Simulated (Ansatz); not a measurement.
Cost and result for the atomization energy of `BN[SiH](C)Cl` (12 atoms, 11 bonds).

```xyz
12

B    -0.232    1.919    0.256
N    -0.859    0.892   -0.460
Si   -0.435   -0.791   -0.510
C     0.947   -1.185    0.650
Cl    0.126   -1.273   -2.437
H     0.714    1.663    0.943
H    -0.655    3.036    0.177
H    -1.650    1.160   -1.031
H    -1.651   -1.597   -0.249
H     1.846   -0.619    0.398
H     1.180   -2.250    0.583
H     0.669   -0.954    1.680
```

The species carries charge 0 and has multiplicity 1. Geometry: relaxed with PBE0-D4/def2-TZVP. It is one conformer, not always the lowest. Program: Ansatz. All runs use 4 threads of an Arm Neoverse V1 on a shared host. Times are those of one run each, without the atoms' runs, and a repeat can differ threefold. Electronic energies, without spin–orbit coupling; frozen cores. CCSD(T)/CBS adds CCSD(T) − MP2 in def2-TZVPP to the MP2 limit, and its time is that of the two runs behind it. T1 = 0.011. B3LYP takes the VWN-RPA correlation (the form of Gaussian; ORCA's B3LYP/G).

CCSD(T)/CBS is a level of theory with its own doubt, some kJ/mol a heavy atom from the limit and from the frozen cores, so smaller differences don't rank the functionals.

```json
{"level": "PBE-D4/def2-TZVPP (with forces)", "functions": "275", "wall time": "3.2 s", "atomization (kcal/mol)": "1058.0", "difference from CCSD(T)/CBS": "11.7", "per bond": "1.1"}
{"level": "PBE0-D4/def2-TZVPP", "functions": "275", "wall time": "4 s", "atomization (kcal/mol)": "1047.9", "difference from CCSD(T)/CBS": "1.6", "per bond": "0.1"}
{"level": "r2SCAN-D4/def2-TZVPP (with forces)", "functions": "275", "wall time": "6.5 s", "atomization (kcal/mol)": "1049.9", "difference from CCSD(T)/CBS": "3.6", "per bond": "0.3"}
{"level": "B3LYP-D4/def2-TZVPP (with forces)", "functions": "275", "wall time": "6.5 s", "atomization (kcal/mol)": "1049.7", "difference from CCSD(T)/CBS": "3.4", "per bond": "0.3"}
{"level": "B2PLYP/def2-TZVPP", "functions": "275", "wall time": "7 s", "atomization (kcal/mol)": "1037.4", "difference from CCSD(T)/CBS": "-8.9", "per bond": "-0.8"}
{"level": "ωB97X-V/def2-TZVPP", "functions": "275", "wall time": "10 s", "atomization (kcal/mol)": "1052.5", "difference from CCSD(T)/CBS": "6.2", "per bond": "0.6"}
{"level": "ωB97M-V/def2-TZVPP (with forces)", "functions": "275", "wall time": "15 s", "atomization (kcal/mol)": "1053.9", "difference from CCSD(T)/CBS": "7.6", "per bond": "0.7"}
{"level": "MP2/def2-QZVPP", "functions": "521", "wall time": "29 s", "atomization (kcal/mol)": "1048.4", "difference from CCSD(T)/CBS": "2.1", "per bond": "0.2"}
{"level": "CCSD(T)/def2-TZVPP", "functions": "275", "wall time": "3.6 min", "atomization (kcal/mol)": "1019.4", "difference from CCSD(T)/CBS": "-26.9", "per bond": "-2.4"}
{"level": "CCSD(T)/CBS(def2)", "functions": "–", "wall time": "4.1 min", "atomization (kcal/mol)": "1046.3", "difference from CCSD(T)/CBS": "0.0", "per bond": "0.0"}
```

In def2-TZVPP, CCSD(T) changes the Hartree–Fock value by +226.7 kcal/mol (the triples alone add +12.6 kcal/mol) and MP2 by +239.7 kcal/mol; breaking electron pairs costs correlation energy, which Hartree–Fock lacks. The D4 term adds +10.6 kcal/mol with B3LYP and +5.6 kcal/mol with PBE0; it sums over pairs of atoms, weighted by their polarisabilities, and B3LYP, whose exchange is more repulsive, gets the larger term. From PBE to PBE0 (25 % exact exchange), in def2-TZVPP and without D4, the atomization energy moves by −9.2 kcal/mol: exact exchange takes away binding that semilocal exchange gives to molecules.
